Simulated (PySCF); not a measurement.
A PySCF script (with the pyscf-properties extension) for the NMR shieldings of SMILES C(C(=C)[B@@H-]([NH3+])P)C, C₄H₁₃BNP, on a GFN2-xTB geometry:

```python
import basis_set_exchange as bse
import numpy as np
from pyscf import gto, dft
from pyscf.prop import nmr

atoms = """
C     0.147759    0.669511   -1.655331
C     0.163260    0.017915   -0.495750
C     1.271333   -0.980684   -0.258213
C     2.405237   -0.353755    0.552390
B    -0.903682    0.187516    0.677808
N    -1.743640    1.571005    0.431074
P    -2.313219   -1.222765    0.626774
H     0.882797    0.485534   -2.425920
H    -0.592044    1.413519   -1.916863
H     1.671492   -1.339450   -1.210101
H     0.874438   -1.837036    0.291455
H     2.036273   -0.011912    1.515854
H     3.200163   -1.077362    0.721051
H     2.819477    0.499452    0.018884
H    -0.448584    0.256001    1.774358
H    -2.437877    1.675882    1.165357
H    -1.106215    2.361901    0.422938
H    -2.207915    1.495331   -0.469973
H    -1.492907   -2.282467    0.957923
H    -2.231294   -1.517458   -0.726751
"""
names = dict.fromkeys(["C", "B", "N", "P", "H"], "pcSseg-1")
basis = {el: gto.basis.parse(bse.get_basis(n, elements=[el], fmt="nwchem")) for el, n in names.items()}
mol = gto.M(atom=atoms, basis=basis, charge=0, verbose=0)
mf = dft.RKS(mol, xc="PBE0")
mf.grids.level = 2
mf.grids.alignment = dft.numint.BLKSIZE   # the property module wants whole blocks of grid points
mf.conv_tol = 1e-9
mf.kernel()

calc = nmr.RKS(mf)   # GIAO
C = mf.mo_coeff
Co = C[:, mf.mo_occ > 0]
resp = mf.gen_response(singlet=True, hermi=2)
def vind(x):   # induced exchange potential for any number of trial vectors
    d = np.einsum("pi,xij,qj->xpq", C, 2 * x.reshape(-1, C.shape[1], Co.shape[1]), Co, optimize=True)
    return np.einsum("xpq,pi,qj->xij", resp(d - d.transpose(0, 2, 1)), C, Co, optimize=True).ravel()
mo1, _ = nmr.rhf.solve_mo1(calc, with_cphf=vind)
sigma = calc.kernel(mo1)
for i, s in enumerate(sigma):   # ppm
    print("%2d %-2s %9.2f" % (i, mol.atom_pure_symbol(i), np.trace(s) / 3))
```

Question: Give the expected output.

Answer: 
```
 0 C      80.37
 1 C       4.24
 2 C     149.38
 3 C     167.30
 4 B     119.14
 5 N     215.15
 6 P     547.63
 7 H      26.64
 8 H      27.48
 9 H      29.55
10 H      29.25
11 H      30.33
12 H      30.54
13 H      30.98
14 H      28.93
15 H      28.37
16 H      28.54
17 H      28.40
18 H      30.03
19 H      31.06
```

These numbers come from an equivalent density-fitted implementation of the same equations, which agrees with the script to about 0.01 ppm for H and up to a few tenths of a ppm for heavy atoms, so last digits may differ.

Size and cost of the density-fitted run: 191 basis functions, 60 s wall time on 1 thread of an Arm Neoverse N1, shared host; peak memory 0.85 GiB.
